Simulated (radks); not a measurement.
The numbers below are computed, except where a source is named.
Species: Os. Configuration: [Xe] 4f14 5d6 6s2.

Level of theory: scalar-relativistic Kohn-Sham, PBE, spin-polarised, spherical densities, finite nucleus; open shells are filled with parallel spins first (spin-orbit coupling, left out, can overturn this in heavy ions); Fermi nuclear charge, rms radius 5.4126 fm; hard spherical wall at 6 bohr (a radial shooting solver on a logarithmic mesh with Libxc functionals).

Energy parts (eV):
total: -469417.60
kinetic: 520078.76
electron-nucleus: -1163301.41
Hartree: 183009.81
exchange-correlation: -9204.76

Orbitals (lengths in bohr, moments of r in powers of bohr; r(max) is where P^2 peaks):
| orbital | occ. | eigenvalue (eV) | <1/r> | <r> | r(max) | <r^4> |
|---|---|---|---|---|---|---|
| 1s up | 1 | -73844.68 | 90.42 | 0.01774 | 0.01103 | 5.124e-07 |
| 1s down | 1 | -73844.68 | 90.42 | 0.01774 | 0.01103 | 5.124e-07 |
| 2s up | 1 | -12860.63 | 21.17 | 0.07491 | 0.06340 | 0.00007627 |
| 2s down | 1 | -12860.41 | 21.17 | 0.07491 | 0.06340 | 0.00007627 |
| 2p up | 3 | -11201.32 | 19.05 | 0.06728 | 0.05219 | 0.00006063 |
| 2p down | 3 | -11201.15 | 19.05 | 0.06728 | 0.05219 | 0.00006063 |
| 3s up | 1 | -2991.895 | 7.845 | 0.1939 | 0.1788 | 0.002784 |
| 3s down | 1 | -2991.826 | 7.845 | 0.1939 | 0.1788 | 0.002784 |
| 3p up | 3 | -2504.434 | 7.212 | 0.1945 | 0.1774 | 0.003018 |
| 3p down | 3 | -2504.356 | 7.212 | 0.1945 | 0.1774 | 0.003018 |
| 3d up | 5 | -1959.056 | 6.804 | 0.1762 | 0.1444 | 0.002326 |
| 3d down | 5 | -1958.910 | 6.804 | 0.1762 | 0.1445 | 0.002326 |
| 4s up | 1 | -630.4128 | 3.345 | 0.4319 | 0.4048 | 0.06416 |
| 4s down | 1 | -630.2151 | 3.345 | 0.4319 | 0.4048 | 0.06416 |
| 4p up | 3 | -470.4646 | 3.033 | 0.4594 | 0.4251 | 0.08562 |
| 4p down | 3 | -470.2818 | 3.032 | 0.4594 | 0.4251 | 0.08556 |
| 4d up | 5 | -271.6591 | 2.706 | 0.4891 | 0.4346 | 0.1230 |
| 4d down | 5 | -271.4451 | 2.707 | 0.4889 | 0.4346 | 0.1225 |
| 4f up | 7 | -50.8572 | 2.237 | 0.5579 | 0.4057 | 0.3296 |
| 4f down | 7 | -50.4781 | 2.244 | 0.5552 | 0.4056 | 0.3176 |
| 5s up | 1 | -91.0399 | 1.330 | 1.009 | 0.9153 | 1.915 |
| 5s down | 1 | -89.3303 | 1.340 | 1.003 | 0.9118 | 1.873 |
| 5p up | 3 | -50.6314 | 1.123 | 1.174 | 1.034 | 3.736 |
| 5p down | 3 | -48.4340 | 1.132 | 1.167 | 1.028 | 3.671 |
| 5d up | 5 | -6.2833 | 0.7364 | 1.781 | 1.362 | 26.01 |
| 5d down | 1 | -3.8713 | 0.7210 | 1.840 | 1.356 | 31.10 |
| 5f up | 0 | 12.2256 | 0.2954 | 3.713 | 3.882 | 257.7 |
| 5f down | 0 | 12.8937 | 0.2872 | 3.781 | 3.950 | 270.8 |
| 6s up | 1 | -5.7342 | 0.4541 | 2.749 | 2.436 | 98.29 |
| 6s down | 1 | -4.3234 | 0.4359 | 2.834 | 2.522 | 109.3 |
| 6p up | 0 | 0.6393 | 0.3725 | 3.255 | 3.107 | 171.0 |
| 6p down | 0 | 1.5434 | 0.3606 | 3.323 | 3.207 | 182.3 |
| 7s up | 0 | 11.0506 | 0.3742 | 3.680 | 4.444 | 309.1 |
| 7s down | 0 | 11.9932 | 0.3787 | 3.651 | 4.484 | 307.4 |

The highest occupied level is 5d down at -3.871 eV. The pressure on the wall is 2.91 GPa. The density falls to 0.001 e/bohr^3 at r = 4.48 bohr. Summed over all electrons, <r^2> = 62.51 bohr^2, which gives a Langevin (diamagnetic) susceptibility term of -49.5 x 10^-6 cm^3/mol. Spin moment in Bohr magnetons: 4. The spin density at the nucleus is -4.30 e/bohr^3 (1s -0.08, 2s -1.68, 3s 0.14, 4s 1.93, 5s -18.94, 6s 14.33). The electron density at the nucleus is 1.789e+06 e/bohr^3 (large components only).
